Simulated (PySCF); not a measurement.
Cl5Si2, SMILES Cl[Si]([Si](Cl)Cl)(Cl)Cl, doublet (B3LYP/def2-SVP optimised geometry):

```
7

Cl     1.834     0.933    -1.749
Si     1.184     0.008     0.000
Cl     1.835    -1.971     0.025
Si    -1.191     0.008     0.000
Cl    -2.000    -0.969    -1.632
Cl    -1.836    -0.919     1.730
Cl    -1.835     1.971     0.000
```

Calculation: unrestricted B3LYP/def2-TZVP (PySCF 2.14.0).

Task: What are the frontier orbital energies (α orbitals alone; a β orbital can be the lowest empty one) and the dipole moment?

Result: HOMO-2 -9.20 eV, HOMO-1 -8.98 eV, HOMO -6.71 eV, LUMO -1.46 eV, LUMO+1 -1.38 eV; dipole moment 0.73 D.

On the same geometry PySCF 2.14.0 with unrestricted PBE/def2-TZVP gives HOMO-2 -8.07 eV, HOMO-1 -7.93 eV, HOMO -5.83 eV, LUMO -2.17 eV, LUMO+1 -2.11 eV; dipole moment 0.58 D.

Meta-Löwdin charges at B3LYP/def2-TZVP: Cl1 -0.25, Si2 0.49, Cl3 -0.25, Si4 0.77, Cl5 -0.25, Cl6 -0.26, Cl7 -0.26.
